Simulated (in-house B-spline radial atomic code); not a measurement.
Computed with a B-spline radial atomic code. Model: two electrons, singlet ground state, non-relativistic, full CI in B-splines with partial waves to l = 8 (at full coupling up to 3e-4 hartree above the limit, correlation up to 0.6 % small), density held at that of full coupling by Lieb maximisation.

Along the adiabatic connection the electron repulsion is scaled by a coupling λ while a local potential keeps the density fixed. At λ = 0 the system is the Kohn-Sham one and W equals the exchange energy; the exchange-correlation energy is the area under W between 0 and 1. The kinetic energy rises with λ as the electrons avoid each other, with dT/dλ = −λ dW/dλ.

Command:
```bash
python run_ac.py task.json out
```
Settings (lengths in bohr, energies in hartree):
```
potential              dot
strength               0.831
lmax                   8
second                 -1
```

Run time, properties included: 23 s on 1 thread of Intel(R) Xeon(R) Processor @ 2.30GHz, with other jobs on the host.

**W = mean repulsion less Hartree energy, and W of three functionals.**

Given: confinement charge in harmonic well; well frequency 0.831 hartree; nuclear charge -1; external potential omega^2 r^2/2 - Z/r.

Computed: LDA exchange minus exact 76.951 millihartree; PBE exchange minus exact 18.631 millihartree.

| coupling | W xc (hartree) | W xc minus exchange (millihartree) | kinetic minus Kohn-Sham (millihartree) | LDA (PW92) W minus its exchange (millihartree) | PBE W minus its exchange (millihartree) | SCAN W minus its exchange (millihartree) |
| --- | --- | --- | --- | --- | --- | --- |
| 0 | -0.57241 | 0 | 0 | 0 | 0 | 0 |
| 0.02 | -0.57465 | -2.247 | 0.02 | -10.71 | -3.97 | -1.9 |
| 0.05 | -0.57795 | -5.545 | 0.14 | -21.46 | -9.15 | -4.65 |
| 0.12 | -0.58533 | -12.918 | 0.76 | -39.98 | -19.54 | -10.74 |
| 0.25 | -0.5979 | -25.496 | 3.07 | -64.81 | -35.44 | -21.11 |
| 0.4 | -0.61081 | -38.398 | 7.25 | -86.35 | -50.56 | -31.86 |
| 0.6 | ? | ? | ? | ? | ? | ? |
| 0.8 | -0.63844 | -66.033 | 23.54 | -126.85 | -81.46 | -55.77 |
| 1 | -0.64938 | -76.971 | 33.35 | -141.95 | -93.63 | -65.74 |
| 1.4 | ? | ? | ? | ? | ? | ? |
| 2 | -0.68647 | -114.07 | 87.04 | -193.25 | -136.94 | -102.72 |
| 3 | -0.70759 | -135.19 | 138.98 | -224.52 | -164.48 | -126.6 |
| 4.5 | -0.72646 | -154.05 | 208.45 | -255.08 | -192.02 | -149.73 |
| 7 | -0.74393 | -171.52 | 306.62 | -286.44 | -220.76 | -171.83 |
| 10 | -0.75585 | -183.44 | 406.46 | -309.76 | -242.39 | -186.28 |

**Question.** What belongs in the row 0.6?

**Answer.** W xc (hartree): -0.62572; W xc minus exchange (millihartree): -53.307; kinetic minus Kohn-Sham (millihartree): 14.66; LDA (PW92) W minus its exchange (millihartree): -108.8; PBE W minus its exchange (millihartree): -67.34; SCAN W minus its exchange (millihartree): -44.57.

**Question.** What belongs in the row 1.4?

**Answer.** W xc (hartree): -0.66711; W xc minus exchange (millihartree): -94.698; kinetic minus Kohn-Sham (millihartree): 54.46; LDA (PW92) W minus its exchange (millihartree): -166.21; PBE W minus its exchange (millihartree): -113.77; SCAN W minus its exchange (millihartree): -82.71.

**Question.** What is the SCAN exchange minus exact?

**Answer.** -4.8341 millihartree.

**Energy parts, natural occupations and partial-wave weights.**

Computed: exchange energy -0.57241 hartree; correlation energy -0.043618 hartree; kinetic part of the DFT correlation energy 0.033354 hartree; initial slope twice GL2 -0.11329 hartree; kinetic part over minus potential part 0.43333; Hartree energy 1.1448 hartree; Lieb Oxford ratio E_xc over LDA exchange 1.2433.

| natural | occupation of the shell (electrons) |
| --- | --- |
| s | 1.9481 |
| p | ? |
| d | 0.0011851 |
| s | 0.00087232 |
| p | 0.00014647 |
| f | 0.00013803 |

**Question.** What belongs in the row p?

**Answer.** occupation of the shell (electrons): 0.049475.

```
wave      weight
   s     0.97448
   p    0.024814
   d           ?
   f  7.4171e-05
   g  1.6142e-05
```

**Question.** What belongs in the row d?

**Answer.** weight: 0.00060986.

**Question.** What is the Kohn-Sham kinetic?

**Answer.** 0.87927 hartree.

**Question.** What is the total energy?

**Answer.** 4.8408 hartree.

Half-way to full coupling W has made 60 % of its drop, against 50 % for a straight line, and second-order (GL2) theory, half the initial slope, overshoots the correlation energy by about 30 %: a moderate bend, as in light atoms. Over couplings 0 to 1 the errors in E_xc come to about +30 millihartree for LDA, +6.7 millihartree for PBE, +2.1 millihartree for SCAN, so SCAN is nearest. In LDA and PBE and SCAN the errors of exchange and correlation have opposite signs, so the sum is smaller than the larger of the two.
